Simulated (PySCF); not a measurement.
C3H7BO, SMILES C=CB(C)O. Atoms are numbered in the order given.

```xyz
12

B      0.0569    -0.4560     0.0000
C     -0.7239    -1.8311     0.0000
H     -1.3892    -1.8869     0.8801
H     -1.3892    -1.8869    -0.8801
H     -0.0842    -2.7297     0.0000
C     -0.7113     0.9104     0.0000
C     -0.0933     2.1022     0.0000
H     -1.8097     0.9038     0.0000
H     -0.6389     3.0526     0.0000
H      1.0004     2.1660     0.0000
O      1.4201    -0.3952     0.0000
H      1.8364    -1.2655     0.0000
```
Charge 0, spin multiplicity 1.

Geometry optimised at B3LYP-D3(BJ)/def2-SVP. One conformer was computed; it need not be the lowest.

All values below come from PBE/def2-TZVP (PySCF).

Gas-phase values at a fixed geometry.

Estimate the frontier levels, gap, dipole moment and polarisability. (The exact figures need the calculation; the answer reports its results.)


| Quantity | Value |
|---|---|
| highest occupied level | -6.60 eV |
| lowest empty level | -1.87 eV |
| orbital gap | 4.73 eV |
| dipole moment | 1.11 D |
| quadrupole, principal values (traceless, Buckingham form, about the centre of nuclear charge) | -3.81, -2.62, 6.43 D·Å |
| mean static polarisability | 56.4 bohr³ (8.36 Å³) |
| polarisability, principal values | 39.5, 55.5, 74.3 bohr³ |
